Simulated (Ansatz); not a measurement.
`Cn1ccn(C)[c+]1[Cu-][NH2]`, relaxed with RKS PBE0-D4/def2-TZVP in the Gaussian-basis code of Ansatz from a GFN2-xTB geometry. The force threshold is 0.005 eV/Å; the program also tests the step.

Charge 0, multiplicity 1.

Start:

```xyz
19

C     1.122   -1.790   -1.311
N     0.311   -0.616   -1.161
C    -0.272    0.048   -2.207
C    -0.957    1.088   -1.682
N    -0.782    1.041   -0.326
C    -1.352    1.988    0.588
C     0.006   -0.014    0.021
Cu    0.555   -0.512    1.748
N     1.073   -0.970    3.386
H     1.977   -1.582   -1.958
H     0.539   -2.604   -1.746
H     1.480   -2.091   -0.327
H    -0.154   -0.270   -3.222
H    -1.546    1.846   -2.157
H    -1.124    1.669    1.605
H    -2.435    2.037    0.458
H    -0.931    2.983    0.423
H     1.682   -1.741    3.625
H     0.806   -0.509    4.244
```

```
         step  energy (eV)  largest force (eV/Å)  largest move (Å)
            1  -54445.0103                 0.761             0.000
            2  -54445.0344                 0.424             0.030
            3  -54445.0425                 0.324             0.086
            4  -54445.0506                 0.128             0.054
            5  -54445.0599                 0.569             0.099
            6  -54445.0704                 0.178             0.070
            7  -54445.0719                 0.065             0.085
            8  -54445.0750                 0.049             0.115
 9 (rejected)  -54445.0505                 1.078             0.195
           10  -54445.0775                 0.100             0.098
           11  -54445.0779                 0.300             0.098
           13  -54445.0840                 0.190             0.200
15 (rejected)  -54445.0648                 0.880             0.168
           17  -54445.0924                 0.015             0.042
           19  -54445.0932                 0.017             0.049
           21  -54445.0939                 0.169             0.074
           23  -54445.0951                 0.034             0.026
           25  -54445.0958                 0.080             0.058
           27  -54445.0961                 0.003             0.012
           29  -54445.0962                 0.014             0.023
           31  -54445.0962                 0.001             0.004
           32  -54445.0963                 0.001             0.006
```

End:

```xyz
19

C     1.184   -1.738   -1.291
N     0.326   -0.583   -1.170
C    -0.265    0.066   -2.227
C    -0.980    1.084   -1.701
N    -0.802    1.022   -0.340
C    -1.396    1.934    0.609
C     0.005   -0.005    0.011
Cu    0.568   -0.532    1.736
N     1.202   -1.170    3.327
H     2.063   -1.499   -1.891
H     0.644   -2.567   -1.753
H     1.499   -2.027   -0.289
H    -0.131   -0.243   -3.250
H    -1.590    1.833   -2.176
H    -1.073    1.632    1.604
H    -2.485    1.888    0.551
H    -1.066    2.956    0.414
H     0.505   -1.512    3.979
H     1.792   -0.538    3.856
```

It took 2.1 min on 4 threads of an AMD EPYC 7R13 on a shared host and a share of an NVIDIA H100 80 GB, with 1.1 GiB of host memory at the peak.
